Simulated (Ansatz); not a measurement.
Cost and result up the ladder for Be₅O₅H₁₈ (28 atoms). The state is a singlet with charge 0. Geometry: PBE-D4/def2-SVP.

| atom | x (Å) | y (Å) | z (Å) |
| --- | --- | --- | --- |
| Be1 | -1.8462 | 1.1864 | -1.1345 |
| Be2 | -2.4787 | -0.9825 | 0.7010 |
| Be3 | 0.0284 | -0.7983 | 0.1336 |
| Be4 | 4.1112 | -0.1397 | 0.2643 |
| Be5 | 0.3214 | 1.3581 | -0.0598 |
| O6 | -0.3353 | 0.2002 | -1.1820 |
| O7 | -1.0389 | 2.1491 | 0.0157 |
| O8 | -2.8404 | 0.1261 | -0.3574 |
| O9 | 1.7382 | 2.0722 | -0.4166 |
| O10 | 3.1203 | -1.3685 | 0.5693 |
| H11 | -2.2533 | 1.7539 | -2.3298 |
| H12 | -2.6654 | -3.1598 | -0.6111 |
| H13 | -3.3583 | -1.7633 | 1.4001 |
| H14 | -2.4015 | 0.1873 | 2.6568 |
| H15 | 0.9905 | -1.7983 | -0.1464 |
| H16 | -1.0870 | -1.3631 | 0.8218 |
| H17 | 3.5542 | 0.7374 | -0.6962 |
| H18 | 5.3180 | -0.0819 | 0.8944 |
| H19 | 0.5753 | 0.3221 | 0.9695 |
| H20 | -0.0026 | -0.0214 | -2.0687 |
| H21 | -1.2492 | 3.0705 | 0.2183 |
| H22 | -1.9352 | 0.7206 | 2.3491 |
| H23 | -3.7854 | 0.2071 | -0.5709 |
| H24 | -2.3467 | -3.2621 | -1.3059 |
| H25 | 2.6162 | 1.4444 | -0.4914 |
| H26 | 1.7869 | 2.7614 | -1.1052 |
| H27 | 2.0978 | -1.5151 | 0.2534 |
| H28 | 3.3659 | -2.0426 | 1.2286 |

Ansatz on 4 threads of AMD EPYC 9R45 on a shared host. Times are rough, and most runs start from the orbitals of an earlier one. ωB97M-V/def2-TZVP serves as the yardstick here, not as an exact answer. Differences are given only for rows in sets of like size (and for xTB, whose basis is part of the method), since another set adds its own error. Binding counts from free atoms at the same level (Be singlet, O triplet, H doublet; other spins of the atoms weren't run), without zero-point energy or a counterpoise term.

B3LYP takes the VWN-RPA correlation. Correlated methods freeze 5 core orbitals. In the singlet geometry the species has come apart into loosely held pieces. In the singlet, H12 and H24 lie 0.77 Å apart, H14 and H22 lie 0.77 Å apart, H17 and H25 lie 1.19 Å apart (atoms count from 1), so H2 has formed as a molecule.

Correlated methods converge slowly with the basis.

| level | functions | wall time | binding energy per atom (eV) | difference from ωB97M-V/def2-TZVP (eV) |
| --- | --- | --- | --- | --- |
| HF/STO-3G | 68 | 0.3 s | 2.95 | – |
| HF/6-31G | 126 | 0.65 s | 2.29 | – |
| B3LYP-D4/6-31G | 126 | 1.6 s | 3.20 | – |
| PBE-D4/def2-SVP | 205 | 1.6 s | 3.28 | – |
| PBE0-D4/def2-SVP | 205 | 2.2 s | 3.22 | – |
| r2SCAN-D4/def2-TZVP | 358 | 4.2 s | 3.26 | 0.03 |
| PBE0-D4/def2-TZVP | 358 | 4.8 s | 3.19 | -0.04 |
| BHLYP-D4/def2-TZVP | 358 | 4.8 s | 3.16 | -0.07 |
| B3LYP-D4/def2-TZVP | 358 | 4.8 s | 3.26 | 0.03 |
| PBE-D4/def2-TZVPD | 472 | 5.5 s | 3.26 | 0.03 |
| MP2/def2-TZVP | 358 | 6 s | 3.12 | -0.11 |
| PBE0-D4/def2-TZVPD | 472 | 8.5 s | 3.20 | -0.03 |
| B3LYP-D4/def2-TZVPD | 472 | 9 s | 3.26 | 0.03 |
| ωB97M-V/def2-TZVP | 358 | 12 s | 3.23 | 0.00 |
